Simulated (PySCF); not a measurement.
A structure optimised at B3LYP-D3(BJ)/def2-SVP, used in a PySCF frequency run:

```xyz
5

F      1.0784    -0.6226    -1.2766
C      0.0000     0.0000    -0.8233
F     -1.0784    -0.6226    -1.2766
F      0.0000     1.2452    -1.2766
Br     0.0000     0.0000     1.1259
```

### Question
Write its SMILES, formula and point group.

### Answer
FC(F)(F)Br, CBrF3, C3v

### Question
What are its rotational constants (standard atomic weights)?

### Answer
5.7187, 2.0531, 2.0531 GHz
